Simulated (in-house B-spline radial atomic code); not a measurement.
A fraction x of an electron is removed from 4d in Ag5+, starting from [Kr] 4d6 and keeping the highest spin. Level of theory: non-relativistic PBE, spin-polarised, spherical fractional occupations, point nucleus; calculated with an all-electron radial atomic-structure program (B-spline basis).

| x | E(x) - E(0) (eV) | 4d down level (eV) |
| --- | --- | --- |
| 0 | 0.0000 | -75.783 |
| 0.07 | 5.3468 | -76.983 |
| 0.14 | 10.7777 | -78.188 |
| 0.33 | 25.9453 | -81.476 |
| 0.42 | 33.3487 | -83.044 |
| 0.5 | 40.0481 | -84.442 |
| 0.58 | 46.8596 | -85.845 |
| 0.71 | 58.1682 | -88.136 |
| 0.81 | 67.0702 | -89.905 |
| 0.89 | 74.3194 | -91.326 |
| 1 | 84.4730 | - |

The exact functional would give a straight line between the two integer points. Deviations E(x) - E(0) - x[E(1) - E(0)], in eV: -0.566 at x = 0.07, -1.049 at x = 0.14, -1.931 at x = 0.33, -2.13 at x = 0.42, -2.188 at x = 0.5, -2.135 at x = 0.58, -1.808 at x = 0.71, -1.353 at x = 0.81, -0.862 at x = 0.89.

The curve lies below the straight line by up to 2.188 eV (at x = 0.5): convex, the delocalisation error that favours fractional charges.

(1) How well does Slater's transition state (minus the level at half occupation) give the ionisation energy?

Results:

(1) It gives 84.442 eV against 84.473 eV from the two total energies; NIST lists 82.00 eV, ground level to ground level.
